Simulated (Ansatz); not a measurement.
Program: Ansatz. Geometries: PBE0-D4/def2-TZVP. ΔE: electronic, gas phase. CBS: MP2 limit from def2 TZ/QZ plus the TZ coupled-cluster correction, frozen cores. This one scheme is used for every species. DFT in def2-TZVPP. B3LYP here is the variant with VWN-RPA as its local correlation; programs differ in this. HSE06 is defined as in plane-wave codes. Each species was taken in one conformer, which may not be the lowest.

`C[BH][AlH][F]` + H₂ → `C[BH][AlH2]` + H–F  (hydrogenolysis of the Al–F bond)

`C[BH][AlH][F]`:

Z-matrix (Å, degrees):
```
C
B 1 1.554
H 1 1.107 2 101.7
H 1 1.091 2 117.5 3 115.2
H 1 1.093 2 114.8 3 -112.9
Al 2 2.132 1 125.9 3 -94.3
H 2 1.205 1 116.0 3 81.9
F 6 1.660 2 117.7 1 83.8
H 6 1.589 2 127.6 1 -96.9
```

H₂:

```xyz
2

H    -0.189    0.308   -0.091
H     0.189   -0.308    0.091
```

`C[BH][AlH2]`:

Cartesian coordinates in Å:
```
C -0.038 -0.366 -1.407
B 0.613 -0.130 -0.011
Al -0.378 0.441 1.784
H -1.114 -0.543 -1.435
H 0.477 -1.108 -2.023
H 0.133 0.599 -1.919
H 1.816 -0.223 0.018
H -0.663 1.973 2.135
H -0.847 -0.643 2.858
```

H–F:

Z-matrix (Å, degrees):
```
F
H 1 0.920
```

Problem. Is it downhill or uphill in electronic energy at CCSD(T)/CBS, and by how much? (Best estimate.)

Solution. Ansatz gave: Uphill: ΔE = +173.1 kJ/mol.

Problem. What do these levels give: r2SCAN0-D4, HSE06-D4, ωB97X-V, B3LYP, LC-ωPBE, RPA@PBE/def2-TZVPP, MP2/def2-SVP, CCSD(T)/def2-SVP, HF/def2-TZVPP, HF/def2-QZVPP, MP2/def2-QZVPP, CCSD/CBS(def2)? (Estimate.)

Solution. Ansatz gave: r2SCAN0-D4 173.4, HSE06-D4 163.5, ωB97X-V 172.7, B3LYP 175.2, LC-ωPBE 169.6, RPA@PBE/def2-TZVPP 168.6, MP2/def2-SVP 180.1, CCSD(T)/def2-SVP 172.2, HF/def2-TZVPP 166.6, HF/def2-QZVPP 168.8, MP2/def2-QZVPP 180.2, CCSD/CBS(def2) 171.3 kJ/mol.

Largest T1 diagnostic among the species: 0.012.

From r2SCAN to r2SCAN0 (25 % exact exchange), in def2-TZVPP and without D4, ΔE moves by −5.1 kJ/mol. In def2-TZVPP, CCSD(T) changes the Hartree–Fock value by +4.0 kJ/mol (the triples alone add +1.7 kJ/mol) and MP2 by +11.5 kJ/mol. Leaving LDA and LC-ωPBE aside and taking each functional with its dispersion term where it has one, the values, not all of them listed here, spread over 15.7 kJ/mol, from HSE06-D4 to BLYP-D4.
